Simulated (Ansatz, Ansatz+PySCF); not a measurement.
```xyz
3

Si   -0.0043    0.2812   -1.5638
C     0.0166   -0.4605   -0.0331
Si   -0.0006    0.2220    1.4843
```

Basis set: def2-SVP (spherical functions). Correlated methods keep 11 orbitals frozen. Charge 0, multiplicity 1.

Computed with Ansatz (development build ahead of 0.2.0); each method stands on the lowest determinant of its kind that the runs found. Restricted open shells among the atoms or ions are ROHF, correlated in semicanonical orbitals with singles.

(1) Give the atomization energy at this shape (free ground-state atoms in the same class of orbitals less the molecule, no zero-point energy) of singlet Si₂C by RHF-CCSD(T), UHF-MP2, RHF-MP2, RHF, UHF.

## Answers

(1)

| method | atomization energy |
| --- | --- |
| RHF-CCSD(T) | 972.3 kJ/mol |
| UHF-MP2 | 1014.8 kJ/mol |
| RHF-MP2 | 1017.2 kJ/mol |
| RHF | 676.0 kJ/mol |
| UHF | 647.9 kJ/mol |
